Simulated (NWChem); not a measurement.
System: C$_{3}$H$_{4}$BrF; SMILES C/C(F)=C\Br

NWChem input:

```
start job
memory heap 200 mb stack 900 mb global 1100 mb
geometry units angstroms noautosym nocenter noautoz
  C     -1.446032     1.599220     0.000000
  C      0.031791     1.421527     0.000000
  F      0.696206     2.604883     0.000000
  C      0.780451     0.318884     0.000000
  Br     0.069924    -1.444942     0.000000
  H     -1.753975     2.171086     0.883740
  H     -1.963010     0.638822     0.000000
  H     -1.753975     2.171086    -0.883740
  H      1.861277     0.361313     0.000000
end
basis spherical
  * library def2-svp
end
dft
  xc b3lyp
  iterations 150
end
property
  response 1 0.0773
end
task dft property
```

The geometry was optimised at B3LYP/6-31G* (spherical d).

Field at 589 nm.

Task: Give the results of this calculation. (B3LYP/def2-SVP.) Quantities: isotropic polarisability (bohr³); anisotropy (bohr³).

Result: 
```
Property                          Result
--------------------------------  ------
isotropic polarisability (bohr³)    49.4
anisotropy (bohr³)                  36.1
```
